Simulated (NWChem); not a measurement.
# SiF$_{2}$, singlet; SMILES F[Si]F

```xyz
3

Si     0.0000     0.0000     0.5803
F      1.2460     0.0000    -0.4513
F     -1.2460     0.0000    -0.4513
```
Atoms are numbered in this order, from 1.

Low-valent species are run as closed-shell singlets; no triplet was tried in these runs. Geometry: optimised at B3LYP/6-31G* (spherical d).

Symmetry labels are those of C2v in the frame above (b1 and b2, or b-type labels, depend on it).

Q: List the 4 lowest vertical singlet excitations from PBE/def2-SVP, TDA (NWChem).

A: 
```csv
state,energy (eV),oscillator strength,symmetry,leading excitation (squared amplitude)
S1,5.61,0.208,b2,HOMO → LUMO (0.94)
S2,6.81,0.000,a2,HOMO−1 → LUMO (1.00)
S3,7.76,0.047,b1,HOMO−2 → LUMO (0.58)
S4,8.16,0.029,b2,HOMO−3 → LUMO (0.97)
```
